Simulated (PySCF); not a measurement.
An unknown gives this computed stick spectrum. Method used: PySCF 2.14.0, density-fitted response routines, TDDFT CAM-B3LYP/def2-SVPD, vertical, gas phase, core orbitals frozen in the response. Geometries: GFN2-xTB, one conformer each.

```
state  ν̃ (cm⁻¹)       f  main configurations (H = HOMO, L = LUMO)
   S1      47770  0.0004                                 H→L (78%)
   S2      51020  0.0029                  H-1→L (45%), H→L+1 (34%)
   S3      52330  0.0005               H-1→L+1 (74%), H-2→L+1 (9%)
   S4      58300  0.0029                  H-2→L (80%), H-1→L (10%)
   S5      63700   0.015                  H-3→L (63%), H-4→L (18%)
   S6      65380   0.019                               H→L+2 (80%)
   S7      66360   0.032                 H-2→L+1 (72%), H→L+1 (9%)
   S8      66760   0.093                             H-1→L+2 (74%)
```

**Question.** Which candidate is it? All have the formula C4H6F2OSi.
A. `FC(F)=C1CCO[SiH2]1`
B. `C#C[SiH2]OCC(F)F`
C. `O=C/C([SiH3])=C\C(F)F`

**Answer.** B. Its S1 lies at 5.92 eV; the nearest of the others has S1 at 6.78 eV. S1 is HOMO→LUMO (78%). Löwdin shares by element: HOMO carbon 73% or more, silicon 9%, hydrogen 6% or more; LUMO carbon 43% or more, silicon 26%, hydrogen 7% or more (atoms not listed hold the other 24%). At the same level the other candidates give, for their lowest levels:
- `FC(F)=C1CCO[SiH2]1`: 6.78 eV (f 0.009); 6.83 eV (f 0.088); 7.13 eV (f 0.036); 7.19 eV (f 0.220); 7.64 eV (f 0.017); T1 4.36 eV; HOMO -8.89, LUMO 0.81 eV
- `O=C/C([SiH3])=C\C(F)F`: 3.59 eV (f 0.000); 5.50 eV (f 0.001); 6.00 eV (f 0.358); 6.81 eV (f 0.000); 6.90 eV (f 0.000); T1 3.07 eV; HOMO -9.41, LUMO -1.51 eV

The values belong to the conformer `[CH:1]#[C:2][SiH2:3][O:4][CH2:5][CH:6]([F:7])[F:8]`: C2–Si3–O4–C5 -59°, Si3–O4–C5–C6 -176°, O4–C5–C6–F7 80°.
Triplets come from the Tamm–Dancoff approximation.
